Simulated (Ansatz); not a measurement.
Consider the ligand exchange at the Al–O bond: `[CH3][Al]([CH3])[O]B(O)O` + HCl → `[CH3][Al]([CH3])[Cl]` + `OB(O)O`.

Isolated molecules relaxed with PBE0-D4/def2-TZVP in Ansatz; ΔE leaves out vibrations. CCSD(T)/CBS is the MP2 limit (def2-TZVPP, def2-QZVPP) plus CCSD(T) − MP2 in def2-TZVPP, frozen cores. This one scheme is used for every species. Each species was taken in one conformer, which may not be the lowest.

`[CH3][Al]([CH3])[O]B(O)O`:

Cartesian coordinates in Å:
```
C 0.904 -0.701 -1.816
Al 0.068 0.530 -0.565
C -0.675 2.277 -0.987
O 0.043 0.102 1.092
B -0.177 -1.002 1.839
O 0.186 -1.077 3.162
O -0.793 -2.094 1.278
H 0.623 -0.506 -2.854
H 1.996 -0.631 -1.759
H 0.640 -1.734 -1.575
H -0.462 2.591 -2.012
H -0.290 3.044 -0.309
H -1.763 2.272 -0.863
H 0.598 -0.263 3.459
H -0.897 -2.808 1.910
```

HCl:

Z-matrix (Å, degrees):
```
Cl
H 1 1.279
```

`[CH3][Al]([CH3])[Cl]`:

```xyz
10

C     0.982    0.750   -1.251
Al    0.237    0.283    0.481
C    -1.186   -1.001    0.796
Cl    1.030    1.245    2.187
H     1.782    1.488   -1.177
H     1.382   -0.138   -1.753
H     0.205    1.154   -1.910
H    -0.847   -1.800    1.462
H    -1.549   -1.459   -0.127
H    -2.036   -0.522    1.294
```

`OB(O)O`:

```xyz
7

O    -0.711   -0.224   -1.145
B     0.000    0.000    0.000
O    -0.482   -0.440    1.200
O     1.193    0.663   -0.055
H    -1.528   -0.697   -0.978
H     0.105   -0.223    1.928
H     1.424    0.920   -0.950
```

```
                   species  CCSD(T)/CBS(def2) energy (Eh)
`[CH3][Al]([CH3])[O]B(O)O`                     -573.50648
                       HCl                     -460.38127
    `[CH3][Al]([CH3])[Cl]`                     -781.60331
                  `OB(O)O`                     -252.29421
```

(1) Work out ΔE.

Largest T1 diagnostic among the species: 0.012.

Results:

(1) ΔE = (-781.60331) + (-252.29421) − (-573.50648) − (-460.38127) = -0.00977 Eh = -6.1 kcal/mol.

In def2-TZVPP, CCSD(T) changes the Hartree–Fock value by +2.1 kcal/mol (the triples alone add +0.1 kcal/mol) and MP2 by +1.3 kcal/mol. The D4 term adds +0.9 kcal/mol with B3LYP and +0.6 kcal/mol with PBE0; it sums over pairs of atoms, weighted by their polarisabilities, and B3LYP, whose exchange is more repulsive, gets the larger term.

B3LYP here is the variant with VWN-RPA as its local correlation; programs differ in this.
